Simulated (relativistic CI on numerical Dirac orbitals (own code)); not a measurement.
# Slater and spin-orbit integrals, Er V

Calculated at this level of theory: Dirac-Coulomb-Breit CI, orbitals from a KLI potential per configuration, model QED (radiative potential, 1s self-energy scaled to tabulated hydrogen-like ionisation energies), valence Slater integrals scaled by 0.85, P86 correlation energy added to each configuration (own radial code, finite nucleus).

Slater integrals F^k, G^k are unscaled and averaged over j, outside the closed core [Kr] 4d10; ζ comes from projecting the Hamiltonian with its Breit term on Σ l·s of the shell.

- 4f10 5s2 5p6: F^2(4f,4f) = 133750, F^4(4f,4f) = 84052, F^6(4f,4f) = 60508, ζ(4f) = 2503.1 cm⁻¹; <r>(4f) = 0.7252, <r^2>(4f) = 0.6649 (bohr units).
- 4f12 5s2 5p4: F^2(4f,4f) = 123800, F^4(4f,4f) = 77330, F^6(4f,4f) = 55536, ζ(4f) = 2220.9, F^2(5p,5p) = 75612, F^2(4f,5p) = 57874, G^2(4f,5p) = 30396, G^4(4f,5p) = 23434, ζ(5p) = 31109 cm⁻¹; <r>(4f) = 0.7744, <r^2>(4f) = 0.7745, <r>(5p) = 1.412, <r^2>(5p) = 2.25 (bohr units).
- 4f11 5s2 5p5: F^2(4f,4f) = 128740, F^4(4f,4f) = 80662, F^6(4f,4f) = 57998, ζ(4f) = 2359.7, F^2(4f,5p) = 57995, G^2(4f,5p) = 29300, G^4(4f,5p) = 22832, ζ(5p) = 32223 cm⁻¹; <r>(4f) = 0.749, <r^2>(4f) = 0.7168, <r>(5p) = 1.398, <r^2>(5p) = 2.204 (bohr units).

Averages of the first 10 configurations, taken without configuration mixing, which lowers the lowest level and can move excited configurations by several eV; other configurations of the list can lie among them:

```json
{"Configuration": "4f10 5s2 5p6", "Parity": "even", "States": "1001", "Average energy above the lowest level (eV)": "6.9"}
{"Configuration": "4f12 5s2 5p4", "Parity": "even", "States": "1365", "Average energy above the lowest level (eV)": "49.9"}
{"Configuration": "4f11 5s2 5p5", "Parity": "even", "States": "2184", "Average energy above the lowest level (eV)": "26.7"}
{"Configuration": "4f9 5s2 5p6 6s", "Parity": "odd", "States": "4004", "Average energy above the lowest level (eV)": "32.6"}
{"Configuration": "4f9 5s2 5p6 7s", "Parity": "odd", "States": "4004", "Average energy above the lowest level (eV)": "50.5"}
{"Configuration": "4f12 5p6", "Parity": "even", "States": "91", "Average energy above the lowest level (eV)": "111.6"}
{"Configuration": "4f11 5s 5p6", "Parity": "odd", "States": "728", "Average energy above the lowest level (eV)": "57.6"}
{"Configuration": "4f12 5s 5p5", "Parity": "odd", "States": "1092", "Average energy above the lowest level (eV)": "78.9"}
{"Configuration": "4f11 5s 5p5 6s", "Parity": "even", "States": "8736", "Average energy above the lowest level (eV)": "95.8"}
{"Configuration": "4f9 5s 5p6 6s2", "Parity": "odd", "States": "4004", "Average energy above the lowest level (eV)": "111.7"}
```
